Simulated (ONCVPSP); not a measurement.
# antimony (Sb): one change to an ONCV potential, before and after

```json
{
  "Element": "antimony",
  "Generator": "ONCVPSP 4.0.1",
  "Type": "optimised norm-conserving Vanderbilt (ONCV)",
  "Functional": "PBE",
  "Relativity": "scalar-relativistic",
  "Frozen core": "[Kr] 4d10",
  "Valence charge": "5",
  "Reference configuration": "5s2 5p3",
  "Partial waves": "5s: rc 2.05 bohr, ncon 3, nbas 8, qcut 2.9 1/bohr, 2 projectors, debl 2.4 Ha; 5p: rc 1.85 bohr, ncon 3, nbas 6, qcut 4.3 1/bohr, 3 projectors, debl 3 Ha",
  "Local potential": "polynomial inside 1.70 bohr (lpopt 4, dvloc0 0 Ha)",
  "Core correction": "Teter function, fcfact 3, rcfact 1.3"
}
```

Change: s: qcut 3.3; p: qcut 4.8.

Cutoffs: the cutoffs (Ha) at which the residual kinetic energy of the hardest occupied pseudo-wave falls to 1 and 0.1 mHa per electron; they do not see the model core or the augmentation charge, which bear on the density cutoff. Errors are all-electron minus pseudo energies relative to the spin-unpolarised reference configuration.

Q: How do hardness, ghosts and transferability respond?

A: The potential gets softer (20 Ha and 50 Ha → 7.1 Ha and 43 Ha); both files keep a bound ghost (p); of the 4 tests that both files solve, the error grows in 0 and shrinks in 1 by more than 15 % and 0.3 meV (median size 26.1 → 24.6 meV).

| quantity | base | changed |
| --- | --- | --- |
| cutoff, loose | 20 Ha | 7.1 Ha |
| cutoff, tight | 50 Ha | 43 Ha |
| loose cutoff by channel | s 20 Ha, p 6.2 Ha | s 7.1 Ha, p 6.3 Ha |
| bound ghosts | p | p |
| GHOST(+) flags under 300 eV | s at 85.2 eV, p at 233.2 eV | s at 85.8 eV |
| error for 5s2 5p2, meV [ΔE 8.32 eV] | -6.5 | -6.8 |
| error for 5s2 5p1, meV [ΔE 24.29 eV] | -37 | -38 |
| error for 5s2 5p0, meV [ΔE 48.70 eV] | -107 | -111 |
| error for 5s1 5p4, meV [ΔE 8.11 eV] | -15 | -11 |
| s: phases at 2.08 bohr within 0.05 rad from the reference energy up to (Ha; the scan ends near 5) | 2.9 | 2.9 |
| p: phases at 1.88 bohr within 0.05 rad from the reference energy up to (Ha; the scan ends near 5) | to the end of the scan | to the end of the scan |
| rms error of d²Exc/dni dnj with the model core, mHa | 1.12 | 1.28 |

Changed file: The cutoffs count occupied waves only; projector 2 of the p channel, the hardest unoccupied one, needs 45 Ha at the loose tolerance. A true bound ghost makes a file unfit for plane-wave use even where its test errors are small: the radial tests pick states by their node count and pass the ghost by.
